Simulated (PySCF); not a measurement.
## Basis and Hamiltonian dependence of the ionisation energy of As⁺

As⁺ [Ar] 3d10 4s2 4p2 (3P) → As²⁺ [Ar] 3d10 4s2 4p1 (2P). Calculated with PySCF 2.14 from differences of total energies of unrestricted determinants, without spin-orbit coupling. Values in eV.

| basis | Hamiltonian | functions | UHF | PBE | PBE0 | MP2 (valence) | CCSD(T) (valence) | CCSD(T) (valence and next inner shell) |
| --- | --- | --- | --- | --- | --- | --- | --- | --- |
| cc-pVDZ-PP with ECP10MDF | ECP | 23 | 17.975 | 18.442 | n/a | 18.237 | 18.269 | n/a |
| def2-SVP | non-relativistic | 32 | 18.007 | 18.567 | 18.612 | 18.267 | 18.298 | n/a |
| 6-31G* | non-relativistic | 32 | 18.036 | n/a | n/a | 18.282 | 18.314 | n/a |
| ANO-RCC-VTZP | spin-free X2C | 43 | 17.987 | 18.500 | 18.558 | 18.353 | 18.407 | 18.476 |
| pcseg-2 | non-relativistic | 43 | 17.996 | n/a | 18.577 | 18.364 | 18.419 | n/a |
| aug-cc-pwCVDZ-PP with ECP10MDF | ECP | 48 | 17.969 | 18.430 | 18.497 | 18.261 | 18.303 | 18.365 |
| x2c-TZVPPall | spin-free X2C | 48 | 17.939 | 18.487 | 18.532 | 18.313 | 18.372 | 18.447 |
| def2-TZVP | non-relativistic | 48 | 17.978 | n/a | 18.564 | 18.353 | 18.407 | n/a |
| aug-cc-pVTZ-PP with ECP10MDF | ECP | 55 | 17.979 | 18.430 | 18.503 | 18.357 | 18.413 | n/a |
| aug-cc-pVQZ-DK | spin-free X2C | 93 | 17.979 | 18.495 | 18.552 | 18.386 | 18.436 | n/a |
| def2-QZVPPD | non-relativistic | 95 | 17.980 | 18.511 | 18.564 | 18.388 | 18.437 | n/a |
| aug-cc-pwCVTZ-PP with ECP10MDF | ECP | 96 | 17.977 | 18.438 | 18.507 | 18.363 | 18.418 | n/a |
| dyall-av3z | spin-free X2C | 144 | 17.980 | 18.502 | 18.556 | 18.357 | n/a | n/a |
| aug-cc-pwCVQZ-PP with ECP10MDF | ECP | 166 | 17.978 | 18.437 | 18.507 | 18.395 | n/a | n/a |

Extrapolation of MP2 (valence) from aug-cc-pwCVTZ-PP with ECP10MDF and aug-cc-pwCVQZ-PP with ECP10MDF: the correlation parts are 0.386 and 0.417 eV; with the X⁻³ form and unrounded values, (4³ × 0.417 − 3³ × 0.386)/(4³ − 3³) = 0.439 eV, and adding the Hartree-Fock value 17.978 eV of the larger basis gives 18.417 eV.

Frozen in the all-electron rows: valence: [Ar] 3d10; valence and next inner shell: [Ne]; with a core potential, the same shells as far as they lie outside it.

Non-relativistic rows lack the scalar-relativistic shift.

Between the lowest levels the reference is 18.589 eV (measured; NIST Atomic Spectra Database, ionization energies); it includes spin-orbit coupling, which these numbers lack.
